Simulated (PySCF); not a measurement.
CH5N2 (SMILES NC=[NH2+]), charge +1, singlet, at the geometry optimised at the base level; PBE/6-31G, frequencies run with PySCF.

Input for PySCF:
```python
from pyscf import gto, scf, dft
from pyscf.hessian import thermo

mol = gto.Mole()
mol.atom = '''
    N     1.17596427    0.19063914    0.03849473
    C    -0.00472787   -0.40534163    0.15430722
    N    -1.17209955    0.14070018   -0.16463043
    H     1.29465676    1.14210245   -0.31353106
    H     2.02672293   -0.30222615    0.30716993
    H    -0.01663485   -1.42618066    0.54292467
    H    -1.26864987    1.08758568   -0.53527634
    H    -2.03478074   -0.38860679   -0.04418064
'''
mol.basis = '6-31g'
mol.charge = 1
mol.verbose = 3
mol.build()

mf = dft.RKS(mol)
mf.xc = 'pbe'
mf.kernel()
hess = mf.Hessian().kernel()
freq = thermo.harmonic_analysis(mf.mol, hess)
thermo.dump_normal_mode(mf.mol, freq)
th = thermo.thermo(mf, freq['freq_au'], 400, 101325)
thermo.dump_thermo(mf.mol, th)
```

Output, abridged:

```
converged SCF energy = -150.165506656133
Mode                                 0                   1                   2
Irrep
Freq [cm^-1]                      513.2055            544.7142            688.5832
Reduced mass [au]                   2.0555              1.0176              1.3167
Force const [Dyne/A]                0.3190              0.1779              0.3678
Char temp [K]                     738.3884            783.7225            990.7179
Normal mode                   x     y     z       x     y     z       x     y     z
       0   N                 0.10 -0.03  0.02   -0.00  0.01  0.02    0.00 -0.01 -0.03
       1   C                 0.00  0.13 -0.05   -0.00  0.00  0.00   -0.01  0.05  0.13
       2   N                -0.10 -0.04  0.01    0.00 -0.01 -0.02    0.00 -0.01 -0.03
       3   H                 0.37 -0.06  0.06   -0.05  0.18  0.48   -0.02  0.07  0.18
       4   H                -0.04 -0.25  0.09    0.04 -0.17 -0.44    0.05 -0.21 -0.54
       5   H                 0.00  0.13 -0.05   -0.00  0.00 -0.00   -0.00  0.00  0.01
       6   H                -0.37 -0.07 -0.01    0.05 -0.18 -0.48   -0.02  0.07  0.18
       7   H                 0.04 -0.25  0.10   -0.04  0.17  0.44    0.05 -0.20 -0.54
Mode                                 3                   4                   5
Irrep
Freq [cm^-1]                      764.0220            830.9951           1048.5820
Reduced mass [au]                   1.2684              1.3960              1.2237
Force const [Dyne/A]                0.4362              0.5680              0.7927
Char temp [K]                    1099.2575           1195.6169           1508.6760
Normal mode                   x     y     z       x     y     z       x     y     z
       0   N                -0.01  0.03  0.08   -0.01  0.03  0.09   -0.00  0.01  0.02
       1   C                -0.00 -0.00 -0.00    0.01 -0.03 -0.07    0.01 -0.04 -0.12
       2   N                 0.01 -0.03 -0.08   -0.01  0.03  0.09   -0.00  0.01  0.02
       3   H                 0.04 -0.16 -0.42    0.04 -0.17 -0.45   -0.02  0.07  0.18
       4   H                 0.04 -0.15 -0.40    0.03 -0.12 -0.31    0.01 -0.04 -0.11
       5   H                -0.00 -0.00  0.00    0.00 -0.02 -0.05   -0.07  0.30  0.78
       6   H                -0.04  0.16  0.42    0.04 -0.17 -0.45   -0.02  0.07  0.18
       7   H                -0.04  0.15  0.40    0.03 -0.12 -0.31    0.01 -0.04 -0.11
Mode                                 6                   7                   8
[...]
       3   H                 0.24 -0.06  0.05    0.01 -0.01  0.01    0.06  0.51 -0.19
       4   H                 0.02  0.15 -0.05    0.01 -0.01  0.00    0.34 -0.21  0.11
       5   H                -0.22 -0.00 -0.02    0.01  0.89 -0.34    0.00  0.00  0.00
       6   H                 0.24  0.07 -0.00   -0.01 -0.01  0.00    0.04 -0.51  0.20
       7   H                 0.02 -0.15  0.06   -0.01 -0.01  0.00    0.35  0.22 -0.05
Mode                                15                  16                  17
Irrep
Freq [cm^-1]                     3498.9711           3606.6044           3608.0512
Reduced mass [au]                   1.0520              1.1024              1.1036
Force const [Dyne/A]                7.5885              8.4485              8.4648
Char temp [K]                    5034.2403           5189.1008           5191.1824
Normal mode                   x     y     z       x     y     z       x     y     z
       0   N                -0.03 -0.02  0.01   -0.03  0.04 -0.02    0.03 -0.05  0.02
       1   C                 0.00  0.00 -0.00   -0.00 -0.00  0.00   -0.00 -0.00  0.00
       2   N                 0.03 -0.02  0.01   -0.03 -0.05  0.02   -0.03 -0.05  0.01
       3   H                 0.06  0.52 -0.19   -0.05 -0.37  0.14    0.05  0.37 -0.14
       4   H                 0.33 -0.20  0.11    0.44 -0.25  0.14   -0.46  0.27 -0.14
       5   H                 0.00  0.01 -0.00   -0.00  0.00 -0.00    0.00  0.03 -0.01
       6   H                -0.05  0.52 -0.20   -0.04  0.38 -0.15   -0.04  0.36 -0.14
       7   H                -0.34 -0.22  0.05    0.46  0.28 -0.06    0.45  0.28 -0.06
temperature 400.0000 [K]
pressure 101325.00 [Pa]
Rotational constants [GHz] 58.54737 9.98038 8.52684
Symmetry number 2
Zero-point energy (ZPE) 0.07254 [Eh]   190446.143 [J/mol]
                           tot       elec      trans        rot        vib
Entropy [J/mol/K]       269.415      0.000    162.348     88.671     18.396
Cv [J/mol/K]             64.279      0.000     12.472     12.472     39.336
Cp [J/mol/K]             72.594      0.000     20.786     12.472     39.336
Internal energy [J/mol]                      4988.676   4988.676 195764.084
Internal energy [Eh]   -150.08714  -150.16551
Enthalpy [J/mol]                             8314.460   4988.676 195764.084
Enthalpy [Eh]          -150.08588
Gibbs free energy [J/mol]                  -56624.627 -30479.626 188405.646
Gibbs free energy [Eh] -150.12692
```
